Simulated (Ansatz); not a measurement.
`Cl[Si](Cl)(Cl)[GeH3]` + H–F → `F[Si](Cl)(Cl)Cl` + GeH₄ at 500 K and 1 bar (cleavage of the Si–Ge bond).

Computed with Ansatz on PBE0-D4/def2-TZVP structures; ΔE is electronic, products minus reactants. CCSD(T)/CBS adds triple-zeta CCSD(T) − MP2 to the extrapolated MP2 energy (def2 sets, frozen cores). This one scheme is used for every species. For Ge outer-core shells are correlated without core-valence functions, which leaves a few kJ/mol of doubt a bond. Scalar relativity is left out up to krypton.

| species | CCSD(T)/CBS energy (Eh) | H − E (kJ/mol) | S (J/(mol·K)) |
| --- | --- | --- | --- |
| `Cl[Si](Cl)(Cl)[GeH3]` | -3746.48623 | 128.3 | 457.4 |
| H–F | -100.39570 | 39.4 | 188.7 |
| `F[Si](Cl)(Cl)Cl` | -1768.43208 | 59.9 | 379.3 |
| GeH₄ | -2078.49493 | 99.4 | 244.6 |

H − E and S are ideal-gas, rigid-rotor, harmonic terms from PBE0-D4/def2-TZVP. 1 Eh = 2625.50 kJ/mol, R = 8.31446 J/(mol·K).

Problem. By hand: ΔE, ΔH, ΔS and ΔG.

Solution. ΔE = (-1768.43208) + (-2078.49493) − (-3746.48623) − (-100.39570) = -0.04508 Eh = -118.4 kJ/mol. Δ(H − E) = 59.9 + 99.4 − 128.3 − 39.4 = -8.4, so ΔH = -126.8 kJ/mol. ΔS = 379.3 + 244.6 − 457.4 − 188.7 = -22.2 J/(mol·K). ΔG = -126.8 − 500 × (-22.2)/1000 = -115.7 kJ/mol.

Problem. By hand: the equilibrium constant, and the temperature at which ΔG would vanish if ΔH and ΔS stayed fixed.

Solution. log₁₀ K = −ΔG/(RT ln 10) = 12.1. ΔG = 0 at ΔH/ΔS = 5712 K, far beyond where these terms or the molecules hold.

ΔH outweighs TΔS. A doubt of 5 kJ/mol in ΔE shifts log₁₀ K by 0.5 here. These are equilibria of isolated gas molecules and say nothing of rates. Largest T1 diagnostic: 0.012 (customary marks: 0.02 for closed shells, 0.045 for open ones).
